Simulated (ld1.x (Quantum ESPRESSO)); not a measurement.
Before and after: TM potential for Os (Z = 76)

* Element: osmium
* Generator: ld1.x (Quantum ESPRESSO) 7.5
* Type: norm-conserving Troullier–Martins (Kleinman–Bylander form)
* Functional: BLYP
* Relativity: scalar-relativistic
* Frozen core: [Xe] 4f14
* Valence charge: 8
* Reference configuration: 5d6 6s1 6p1
* Partial waves: 6s (bound): rc 2.10 bohr; 6p (bound): rc 3.10 bohr; 5d (bound): rc 1.35 bohr
* Local potential: the d channel
* Core correction: a·sin(br)/r model core, default radius (core density twice the valence density)

Change: all radii but the core radius scaled by about 1.38 (s 2.90, p 4.30, d 1.86 bohr).

Cutoffs: the cutoffs (Ry, on a coarse ladder) from which the occupation-weighted sum of valence levels, in a spherical-Bessel basis at the reference potential, stays within 10 and 1 mRy of its value at 400 Ry; they do not see the model core or the augmentation charge, which bear on the density cutoff. Errors are all-electron minus pseudo energies relative to the spin-unpolarised reference configuration.

Problem. What does the change do?

Solution. The potential gets softer (35 Ry and 70 Ry → 35 Ry and 45 Ry); both files keep a bound ghost (p, s); of the 6 tests that both files solve, the error grows in 4 and shrinks in 2 by more than 15 % and 0.3 meV (median size 10.6 → 6.1 meV). A larger radius leaves more room for a smooth pseudo-wave, so fewer plane waves are needed.

| quantity | base | changed |
| --- | --- | --- |
| cutoff, loose | 35 Ry | 35 Ry |
| cutoff, tight | 70 Ry | 45 Ry |
| loose cutoff by channel (10 mRy a level) | s 12 Ry, p 6 Ry, d 30 Ry | s 6 Ry, p 6 Ry, d 30 Ry |
| bound ghosts | s, p | s, p |
| tests counted (converged, no solver errors) | 6 of 7 | 6 of 7 |
| error for 5d6 6s2 6p0, meV [ΔE -5.02 eV] | -0.8 | +4.1 |
| error for 5d6 6s1 6p0, meV [ΔE 4.51 eV] | -5.3 | -7.9 |
| error for 5d6 6s0 6p0, meV [ΔE 21.49 eV] | -26 | -43 |
| error for 5d5 6s0 6p0, meV [ΔE 50.26 eV] | -55 | -122 |
| error for 5d6 6s1.5 6p0, meV [ΔE -1.14 eV] | -1.5 | 0.0 |
| error for 5d6.5 6s1.5 6p0, meV [ΔE -4.94 eV] | -16 | -4.2 |

Base: Tests not counted: 5d6 6s0 6p1 (solver errors, printed error -3.0 eV). These tests converged, but a pseudo level misses the all-electron one widely, so the file describes the atom poorly there or has found another state: 5d6 6s0 6p0: empty 6p by 2.4 eV. Changed file: Tests not counted: 5d6 6s0 6p1 (solver errors, printed error -2.3 eV). A true bound ghost makes a file unfit for plane-wave use even where its test errors are small: the radial tests pick states by their node count and pass the ghost by. Where a test does run into it, the solver fails or the error is huge.
